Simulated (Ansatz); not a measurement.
Isomers of AlFH₅NSi, relaxed with PBE0-D4/def2-TZVP in Ansatz; electronic energies, one conformer each and not always the lowest. Functionals use def2-TZVPP; CBS adds triple-zeta CCSD(T) − MP2 to the MP2 limit of def2-TZVPP and def2-QZVPP.

Question: Order them by energy at frozen-core CCSD(T)/CBS, lowest first. (An estimate is asked.)
A. `[NH2][Al]([F])[SiH3]`
B. `F[SiH2][NH][AlH2]`
C. `[F][AlH][NH][SiH3]`

Answer: C (0.0 kcal/mol), B (8.6 kcal/mol), A (10.7 kcal/mol).

Question: How do B2PLYP, ωB97M-V, HF/CBS(def2), PBE0-D4 place them (kcal/mol, against `[F][AlH][NH][SiH3]`)? (Estimate.)

Answer: Ansatz gave: 
```csv
isomer,B2PLYP,ωB97M-V,HF/CBS(def2),PBE0-D4
`F[SiH2][NH][AlH2]`,8.7,7.9,7.2,8.4
`[NH2][Al]([F])[SiH3]`,11.0,11.8,14.4,7.3
```
